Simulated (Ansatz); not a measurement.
A structure relaxed at PBE0-D4/def2-TZVP, charge 0, multiplicity 1:

```xyz
9

Si    0.328    1.192    1.239
Si   -0.525    0.134   -0.655
Al    0.327   -1.813   -1.595
S    -1.312   -1.883   -0.180
H    -0.740    1.453    2.242
H     1.360    0.314    1.852
H     0.958    2.488    0.864
H    -1.550    0.973   -1.340
H     1.156   -2.857   -2.428
```

Question: Give its formula and SMILES.

Answer: AlH5SSi2, `[SiH3][SiH]1[AlH][S]1`.

Question: Summarise the bond lengths by kind.

Answer: 1 × Si–Si 2.331 Å; 4 × H–Si 1.487 to 1.491 Å; 1 × Al–Si 2.324 Å; 1 × S–Si 2.217 Å; 1 × Al–S 2.167 Å; 1 × Al–H 1.572 Å.

Program: Ansatz 0.2.0.
